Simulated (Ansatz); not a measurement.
Species: InBr2, charge -1, multiplicity 1. SMILES of the parent species: [Br][In][Br]
Geometry from a B3LYP-D3(BJ)/def2-TZVP (Ansatz, a first-principles code) optimisation:
```xyz
3

In     0.9462    -0.2198    -0.3275
Br    -0.7550     1.8137    -1.1524
Br    -0.5696    -1.5060     1.6109
```
Charge -1, spin multiplicity 1.

Parts of the frozen-core correlation energy in def2-SVP (Ansatz, hartree). Frozen orbitals: 37; correlated occupied orbitals by spin: 9 and 9; virtual: 44 and 44. No spin-orbit coupling. In def2 rows, elements after Kr have scalar-relativistic effective core potentials.

```csv
term,value
reference (HF),-5333.60938
MP2 opposite-spin,-0.20934
MP2 same-spin,___
CCSD correlation,___
(T),___
T1 diagnostic,0.011
largest doubles amplitude,0.075
```

Fill in the missing entries.


- MP2 same-spin, value: -0.07443
- CCSD correlation, value: -0.31249
- (T), value: -0.00681
